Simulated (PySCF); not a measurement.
Species: C3H7FOSi.
InChI=1S/C3H7FOSi/c1-6-3(4)2-5-6/h3,6H,2H2,1H3/t3-,6-/m0/s1

Computed with PBE0-D3(BJ)/def2-SVP geometry optimisation, gas phase (PySCF).

Take the most abundant isotopes and a rigid rotor. 

Q: What are A, B and C (MHz)?

A: Ia = 108.37, Ib = 227.53, Ic = 291.22 u·Å²; 505379 MHz·u·Å²/I gives A = 4664, B = 2221, C = 1735 MHz.

Q: Classify the top.

A: An asymmetric top. Ray's parameter κ = (2B − A − C)/(A − C) = -0.668; −1 is the prolate and +1 the oblate limit.

Q: Is it planar, by Δ = Ic − Ia − Ib?

A: Not planar: Δ = Ic − Ia − Ib = -44.67 u·Å². For a rigid frame Δ = −2 Σ m c², so Σ m c² = 22.34 u·Å² lies off the ab plane: 9.94 from hydrogen and 12.40 from heavier atoms. The atom farthest from that plane is 1.82 Å away.

Q: Give the other two planar moments, Paa and Pbb, and the rms extents of the mass along the axes.

A: Paa = Σ m a² = (Ib + Ic − Ia)/2 = 205.19 and Pbb = Σ m b² = (Ia + Ic − Ib)/2 = 86.03 u·Å². With the mass M = 106.03 u, the rms extents √(P/M) along a, b and c are 1.39, 0.90, 0.46 Å.

Q: Give the coordinates in the principal-axis frame, origin at the centre of mass.

A: The sense of each axis is arbitrary; atoms in the order of the calculation.
```csv
atom,mass (u),a (Å),b (Å),c (Å)
C1,12.000,2.328,-0.716,0.440
Si2,27.977,0.748,-0.211,-0.403
O3,15.995,0.372,1.435,-0.217
C4,12.000,-0.927,1.195,0.339
C5,12.000,-0.935,-0.339,0.493
F6,18.998,-1.975,-0.957,-0.159
H7,1.008,2.312,-0.447,1.507
H8,1.008,2.496,-1.800,0.349
H9,1.008,3.184,-0.203,-0.029
H10,1.008,0.723,-0.685,-1.819
H11,1.008,-1.731,1.501,-0.354
H12,1.008,-1.044,1.752,1.284
H13,1.008,-0.933,-0.670,1.545
```

Q: Predict some low-J microwave lines.

A: The dipole components are |μa| = 1.28 D, |μb| = 0.80 D, |μc| = 1.33 D. Intensities carry the squares of the components, which stand as 0.93 : 0.36 : 1.00 (a : b : c). Some of the stronger lines:

| type | branch | J(Ka,Kc) | MHz | lower level (cm⁻¹) |
| --- | --- | --- | --- | --- |
| a | Q | 1(1,0) ← 1(1,1) | 486 | 0.213 |
| a | Q | 2(1,1) ← 2(1,2) | 1457 | 0.461 |
| c | Q | 2(1,2) ← 2(0,2) | 2022 | 0.394 |
| c | Q | 1(1,1) ← 1(0,1) | 2442 | 0.132 |
| b | Q | 1(1,0) ← 1(0,1) | 2928 | 0.132 |
| b | Q | 2(1,1) ← 2(0,2) | 3479 | 0.394 |
| a | R | 1(0,1) ← 0(0,0) | 3957 | 0.000 |
| b | R | 2(0,2) ← 1(1,1) | 5405 | 0.213 |
| b | R | 1(1,1) ← 0(0,0) | 6399 | 0.000 |
| c | R | 1(1,0) ← 0(0,0) | 6885 | 0.000 |
| c | Q | 2(2,1) ← 2(1,1) | 7327 | 0.510 |
| b | Q | 2(2,0) ← 2(1,1) | 7392 | 0.510 |
| a | R | 2(1,2) ← 1(1,1) | 7427 | 0.213 |
| a | R | 2(0,2) ← 1(0,1) | 7848 | 0.132 |
| a | R | 2(1,1) ← 1(1,0) | 8399 | 0.230 |
| b | Q | 2(2,1) ← 2(1,2) | 8784 | 0.461 |
| b | R | 2(1,2) ← 1(0,1) | 9870 | 0.132 |
| c | R | 2(1,1) ← 1(0,1) | 11327 | 0.132 |
| b | R | 2(2,1) ← 1(1,0) | 15726 | 0.230 |
| c | R | 2(2,0) ← 1(1,0) | 15791 | 0.230 |
| c | R | 2(2,1) ← 1(1,1) | 16212 | 0.213 |
| b | R | 2(2,0) ← 1(1,1) | 16277 | 0.213 |

Q: Estimate the classical rotational partition function at 100 K, 200 K and 500 K.

A: Point group C1, symmetry number σ = 1; q = (√π/σ)·√((kT/h)³/(ABC)), k/h = 20836.6 MHz/K: 39800 at 100 K, 112000 at 200 K, 445000 at 500 K.

No frequency check. Constants of a rigid frame at the computed geometry: no zero-point averaging, no centrifugal distortion. A rigid rotor knows nothing of internal rotation, which can split or shift real lines.
